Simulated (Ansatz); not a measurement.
Species: C2HF3O2, charge 0, singlet. C2HF3O2 (SMILES FC(F)(F)C(=O)O).
B3LYP-D3(BJ)/def2-TZVP minimum from Ansatz (a first-principles code):
```xyz
8

O      1.5738    -0.8797     0.3925
C      0.9301     0.2182    -0.0117
O      1.4257     1.2579    -0.3227
C     -0.5979    -0.0420    -0.0249
F     -1.0263    -0.3704     1.2030
F     -1.2494     1.0441    -0.4257
F     -0.8926    -1.0508    -0.8583
H      2.5259    -0.6890     0.3912
```
Charge 0, spin multiplicity 1.

Hartree-Fock and CCSD correlation energies in hartree (Ansatz). Open shells are spin-unrestricted; no spin-orbit coupling. Correlated methods leave the cores frozen. No relativity.

```json
[
 {"basis": "cc-pVTZ", "X": "3", "E(HF)": "-524.57855", "E(corr, CCSD)": "-1.51980"},
 {"basis": "cc-pVQZ", "X": "4", "E(HF)": "-524.61947", "E(corr, CCSD)": "-1.63671"},
 {"basis": "cc-pV5Z", "X": "5", "E(HF)": "-524.63009", "E(corr, CCSD)": "withheld"}
]
```

### Question
Fit E(corr) = E∞ + A/X³ to X = 3 and 4, predict X = 5, and compare with the run.

### Answer
A = (-1.51980 - (-1.63671))/(1/27 - 1/64) = 5.4600; E∞ = -1.63671 - A/64 = -1.72202; at X = 5, E∞ + A/125 = -1.67834. The run gave -1.67913, 0.79 mEh below the prediction. The same form on X = 4 and 5 gives E∞ = -1.72364, 1.61 mEh below the first estimate.
